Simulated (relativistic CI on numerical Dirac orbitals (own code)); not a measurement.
# Cd²⁺: from the plainest model towards the measured levels

Calculated with a relativistic CI code on KLI orbitals (one set per configuration, finite nucleus), adding one ingredient at a time: step 1, Dirac-Coulomb, each configuration alone; step 2, with Breit and QED terms; step 3, with configuration mixing; step 4, with scaled Slater integrals (0.85); step 5, with a P86 correlation estimate; step 6, tied to the ionisation limit. P86 is a density functional for the correlation energy, evaluated here for each configuration and added to its levels. Step 6 is semi-empirical: configurations made of the next ion and one excited electron move by 4519 cm⁻¹, so that their limit matches the tabulated ionisation energy, and those with a non-penetrating f or g electron also take the P86 value of the least penetrating other one.

Configurations in the expansion (outside the closed core [Kr]): 4d¹⁰, 4d⁹5s, 4d⁹5d, 4d⁹6s, 4d⁹5p, 4d⁹4f, 4d⁹6p, 4d⁹6d, 4d⁹5f, 4d⁹6f, 4d⁸5s².

Computed minus measured energy above the ground level, in cm⁻¹, for 10 of the 15 excited levels that pair in every step (one J of a term; a digit in brackets numbers repeated terms):

```csv
Configuration,Term,J,Measured,Step 1,Step 2,Step 3,Step 4,Step 5,Step 6
4d⁹5s,3D,3,80454,-2301,-1894,-1672,-1470,3174,7692
4d⁹5s,1D,2,88872,-1014,-760,-769,-1304,3345,7857
4d⁸5s²,3F,4,179022,-979,-160,-170,1393,9386,9441
4d⁸5s²,3P,0,196258,3525,4232,5730,4587,12425,10094
4d⁸5s²,1G,4,200933,3160,3823,4854,3139,11040,9942
4d⁹5d,3S,1,202966,-11128,-10966,-10855,-10377,-3064,1288
4d⁹6s,3D,3,204421,-10651,-10424,-10080,-10091,-2817,1700
4d⁹5d,3D,3,206088,-10766,-10598,-10161,-10250,-2948,1552
4d⁹5d,3F,4,206968,-10716,-10555,-10054,-10258,-2946,1469
4d⁹5d,3G,3,210838,-10833,-10848,-10507,-10509,-3209,1304
```

Mean absolute errors in cm⁻¹, over all paired levels and for the configurations:

| Configuration, levels | Step 1 | Step 2 | Step 3 | Step 4 | Step 5 | Step 6 |
| --- | --- | --- | --- | --- | --- | --- |
| all, 15 | 5431 | 5268 | 5256 | 5281 | 5468 | 5846 |
| 4d⁹5s, 4 | 1893 | 1581 | 1429 | 1463 | 3182 | 7698 |
| 4d⁸5s², 5 | 1835 | 1740 | 2242 | 2315 | 10255 | 9619 |
| 4d⁹5d, 4 | 10861 | 10742 | 10394 | 10348 | 3042 | 1403 |
| 4d⁹6s, 2 | 10641 | 10512 | 10168 | 10196 | 2922 | 1596 |

Measured levels: Moore, Atomic Energy Levels, vol. III, NSRDS-NBS 35 (1971 reprint of NBS Circular 467, 1958). The analysis dates from before 1960.

The mean absolute error is lowest at step 3 (5256 cm⁻¹), and the largest single drop is from step 1 to 2 (5431 to 5268). Mixing lowers the ground level by 327; relative to it the configurations that move most are 4d⁸5s² by +471, 4d⁹5d by +348, 4d⁹6s by +344. The P86 estimate moves 4d⁸5s² by +7940, 4d⁹5d by +7307, 4d⁹6s by +7274, and takes the mean absolute error of the excited configurations from 5281 to 5468. Step 6 takes that error from 5468 to 5846; the error more than halves for 4d⁹5d; it grows for 4d⁹5s. The shift fits the limit, so it does little for low levels whose errors differ from those near the limit.
